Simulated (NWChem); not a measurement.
System: CH₄SSi, singlet; SMILES C[Si]S

Input file for NWChem:

```
start job
memory heap 200 mb stack 900 mb global 1100 mb
geometry units angstroms noautoz
  Si    -0.734708    -0.537895     0.304655
  C      0.815345    -1.618145     0.026448
  H      1.177751    -1.929374     1.024261
  H      1.654784    -1.156026    -0.515489
  H      0.522650    -2.549651    -0.487432
  S      0.184119     1.319883    -0.237154
  H     -0.888272     2.113582    -0.014385
end
basis spherical
  Si library sto-3g
  C library sto-3g
  H library sto-3g
  S library sto-3g
end
dft
  xc hfexch
  iterations 150
  mulliken
end
task dft gradient
```

NWChem printed, in part:

```
             Northwest Computational Chemistry Package (NWChem) 7.3.0
             --------------------------------------------------------

 C1  symmetry detected

                             Geometry "geometry" -> ""
                             -------------------------

 Output coordinates in angstroms (scale by  1.889725989 to convert to a.u.)

  No.       Tag          Charge          X              Y              Z
 ---- ---------------- ---------- -------------- -------------- --------------
    1 Si                  14.0000    -0.78587715    -0.55251604    -0.00314099
    2 C                    6.0000     0.78164978    -1.64332435    -0.00343197
    3 H                    1.0000     0.85719494    -2.10374243     0.99963359
    4 H                    1.0000     1.73715708    -1.14359731    -0.22521156
    5 H                    1.0000     0.64127552    -2.48248886    -0.70595914
    6 S                   16.0000     0.24526765     1.32521634    -0.00232957
    7 H                    1.0000    -0.84752863     2.12153787     0.03337599

 Effective nuclear repulsion energy (a.u.)     131.3693223697

  xc_inp: hfexch multiplicative factor not found.

                                 NWChem DFT Module
                                 -----------------

 Summary of "ao basis" -> "ao basis" (spherical)
 ------------------------------------------------------------------------------
       Tag                 Description            Shells   Functions and Types
 ---------------- ------------------------------  ------  ---------------------
 Si                          sto-3g                  5        9   3s2p
 C                           sto-3g                  3        5   2s1p
 H                           sto-3g                  1        1   1s
 S                           sto-3g                  5        9   3s2p

            General Information
            -------------------
          SCF calculation type: DFT
          Wavefunction type:  closed shell.
          No. of atoms     :     7
          No. of electrons :    40
           Alpha electrons :    20
            Beta electrons :    20
          Charge           :     0
          Spin multiplicity:     1
          Use of symmetry is: off; symmetry adaption is: off
          Maximum number of iterations: 150
          AO basis - number of functions:    27
                     number of shells:    17
          Convergence on energy requested:  1.00D-06
          Convergence on density requested:  1.00D-05
          Convergence on gradient requested:  5.00D-04

              XC Information
              --------------
                     Hartree-Fock (Exact) Exchange  1.000

      Superposition of Atomic Density Guess
      -------------------------------------

 Sum of atomic energies:        -717.60767903

      Non-variational initial energy
      ------------------------------

 Total energy =    -717.544546
 1-e energy   =   -1263.267750
 2-e energy   =     414.353882
 HOMO         =      -0.042011
 LUMO         =       0.196186

     ---------------------------------------------
      Total Density - Mulliken Population Analysis
     ---------------------------------------------

    Atom       Charge   Shell Charges
 -----------   ------   -------------------------------------------------------
    1 Si  14    13.32   2.00  2.00  5.88  1.83  1.62
    2 C    6     6.46   1.99  1.39  3.08
    3 H    1     0.95   0.95
    4 H    1     0.95   0.95
    5 H    1     0.95   0.95
    6 S   16    16.47   2.00  2.00  5.97  1.87  4.64
    7 H    1     0.89   0.89

   convergence    iter        energy       DeltaE   RMS-Dens  Diis-err
 ---------------- ----- ----------------- --------- --------- ---------
 d= 0,ls=0.0,diis     1   -718.4580980623 -8.50D+02  2.44D-02  1.32D-01
 d= 0,ls=0.0,diis     2   -718.4889620229 -3.09D-02  5.49D-03  9.71D-03
 d= 0,ls=0.0,diis     3   -718.4914671226 -2.51D-03  2.04D-03  5.82D-04
 d= 0,ls=0.0,diis     4   -718.4916861249 -2.19D-04  6.05D-04  2.85D-05
 d= 0,ls=0.0,diis     5   -718.4917062435 -2.01D-05  2.69D-04  3.68D-06
  Resetting Diis
 d= 0,ls=0.0,diis     6   -718.4917092854 -3.04D-06  7.02D-05  2.65D-07
 d= 0,ls=0.0,diis     7   -718.4917094694 -1.84D-07  6.90D-06  9.28D-09

         Total DFT energy =     -718.491709469370
      One electron energy =    -1261.684707029614
           Coulomb energy =      464.187757991540
    Exchange-Corr. energy =      -52.364082800960
 Nuclear repulsion energy =      131.369322369663

 Numeric. integr. density =        0.000000000000

                       DFT Final Molecular Orbital Analysis
                       ------------------------------------

 Vector   18  Occ=2.000000D+00  E=-3.313342D-01
              MO Center=  8.2D-02, -1.6D-01, -2.9D-03, r^2= 3.1D+00
   Bfn.  Coefficient  Atom+Function         Bfn.  Coefficient  Atom+Function
  ----- ------------  ---------------      ----- ------------  ---------------
    25     -0.397303  6 S  py                 8      0.381797  1 Si py
    12      0.358996  2 C  px                13     -0.345855  2 C  py
    24     -0.344934  6 S  px                 7     -0.229128  1 Si px
     6      0.217533  1 Si s                 11     -0.193676  2 C  s
    23     -0.170251  6 S  s                  4     -0.152711  1 Si py

 Vector   19  Occ=2.000000D+00  E=-2.601521D-01
              MO Center=  1.8D-01,  1.2D+00, -3.8D-03, r^2= 1.3D+00
   Bfn.  Coefficient  Atom+Function         Bfn.  Coefficient  Atom+Function
  ----- ------------  ---------------      ----- ------------  ---------------
    26      0.985781  6 S  pz                22     -0.301494  6 S  pz
     9      0.220901  1 Si pz                 5     -0.080037  1 Si pz
    15     -0.051561  3 H  s                 17      0.038700  5 H  s
    14     -0.037598  2 C  pz

 Vector   20  Occ=2.000000D+00  E=-2.161588D-01
              MO Center= -6.4D-01, -1.5D-01, -7.4D-04, r^2= 2.9D+00
   Bfn.  Coefficient  Atom+Function         Bfn.  Coefficient  Atom+Function
  ----- ------------  ---------------      ----- ------------  ---------------
     6      0.575337  1 Si s                  7     -0.567476  1 Si px
    24      0.399704  6 S  px                25      0.376843  6 S  py
    12      0.218076  2 C  px                 3      0.204919  1 Si px
     8     -0.195576  1 Si py                 2     -0.150043  1 Si s
    11     -0.148927  2 C  s                 16      0.131172  4 H  s

 Vector   21  Occ=0.000000D+00  E= 2.230043D-01
              MO Center= -6.9D-01, -4.6D-01,  2.2D-03, r^2= 1.8D+00
   Bfn.  Coefficient  Atom+Function         Bfn.  Coefficient  Atom+Function
  ----- ------------  ---------------      ----- ------------  ---------------
     9      1.013577  1 Si pz                 5     -0.339232  1 Si pz
    26     -0.325029  6 S  pz                15     -0.154782  3 H  s
    17      0.113476  5 H  s                 22      0.093533  6 S  pz
    16      0.039808  4 H  s

 Vector   22  Occ=0.000000D+00  E= 4.226896D-01
              MO Center= -4.1D-01,  3.9D-03, -9.1D-03, r^2= 2.3D+00
   Bfn.  Coefficient  Atom+Function         Bfn.  Coefficient  Atom+Function
  ----- ------------  ---------------      ----- ------------  ---------------
     8      0.999525  1 Si py                25      0.724065  6 S  py
     4     -0.302861  1 Si py                23     -0.292458  6 S  s
    24      0.257294  6 S  px                 6      0.229477  1 Si s
    16     -0.223529  4 H  s                 11      0.209284  2 C  s
    21     -0.195484  6 S  py                 7      0.181691  1 Si px

 Vector   23  Occ=0.000000D+00  E= 5.050452D-01
              MO Center= -3.6D-01,  1.2D+00,  8.4D-03, r^2= 2.4D+00
   Bfn.  Coefficient  Atom+Function         Bfn.  Coefficient  Atom+Function
  ----- ------------  ---------------      ----- ------------  ---------------
    27      0.957777  7 H  s                 24      0.795894  6 S  px
    23     -0.608318  6 S  s                  7      0.443855  1 Si px
    11     -0.358718  2 C  s                  6      0.338287  1 Si s
    25     -0.298201  6 S  py                12      0.248394  2 C  px
    20     -0.210372  6 S  px                13     -0.170569  2 C  py

     ---------------------------------------------
      Total Density - Mulliken Population Analysis
     ---------------------------------------------

    Atom       Charge   Shell Charges
 -----------   ------   -------------------------------------------------------
    1 Si  14    13.54   2.00  2.00  5.89  1.78  1.88
    2 C    6     6.38   1.99  1.25  3.14
    3 H    1     0.96   0.96
    4 H    1     0.96   0.96
    5 H    1     0.96   0.96
    6 S   16    16.14   2.00  2.00  5.96  1.88  4.30
    7 H    1     1.06   1.06

     -------------------------------------------
      Total Density - Lowdin Population Analysis
     -------------------------------------------

[...]

                         DFT ENERGY GRADIENTS

    atom               coordinates                        gradient
                 x          y          z           x          y          z
   1 Si     -1.485092  -1.044104  -0.005936   -0.016636  -0.015615   0.000904
   2 C       1.477104  -3.105433  -0.006485    0.001579   0.009252  -0.004557
   3 H       1.619864  -3.975497   1.889034   -0.002484  -0.007305   0.015793
   4 H       3.282751  -2.161086  -0.425588    0.013916   0.008074  -0.002668
   5 H       1.211835  -4.691224  -1.334069   -0.005761  -0.013005  -0.009379
   6 S       0.463489   2.504296  -0.004402    0.023001   0.007910  -0.000645
   7 H      -1.601597   4.009125   0.063071   -0.013614   0.010688   0.000552
```

Level: Hartree-Fock/STO-3G. Low-valent species are run as closed-shell singlets; no triplet was tried in these runs. Structure relaxed at the PBE0/def2-SVP level.
